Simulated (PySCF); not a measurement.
Atoms are numbered as in `[BH2:1][B:2]([CH3:3])[NH:4][CH3:5]`; H(Xn) means a hydrogen on atom n.

Geometry: PBE0-D3(BJ)/def2-SVP; GIAO absolute shieldings from PySCF, gas phase, non-relativistic, averaged over equivalent atoms.

At PBE0/cc-pVDZ (115 basis functions, 9.7 s wall time on 1 thread of an Arm Neoverse V1, shared host):
| atoms | σ (ppm) |
| --- | --- |
| B1 | 14.5 |
| B2 | 63.4 |
| C5 | 166.6 |
| C3 | 198.2 |
| N4 | 164.0 |
| H(B1) | 21.64 |
| H(N4) | 27.97 |
| H(C5) | 28.56 |
| H(C3) | 31.17 |

What do these become at PBE0/def2-SVP?

Answers


| atoms | σ at PBE0/def2-SVP | change |
| --- | --- | --- |
| B1 | 12.2 | -2.3 |
| B2 | 61.0 | -2.4 |
| C5 | 164.7 | -1.9 |
| C3 | 195.7 | -2.5 |
| N4 | 164.4 | +0.4 |
| H(B1) | 21.70 | +0.06 |
| H(N4) | 28.08 | +0.11 |
| H(C5) | 28.77 | +0.21 |
| H(C3) | 31.21 | +0.04 |

The largest change is at C3 (methyl carbon bonded to B). Cost: 115 basis functions, 10 s wall time on 1 thread of an Arm Neoverse V1, shared host.

A carbon bonded to boron is broadened by the quadrupolar boron nucleus and is often missing from a measured spectrum.
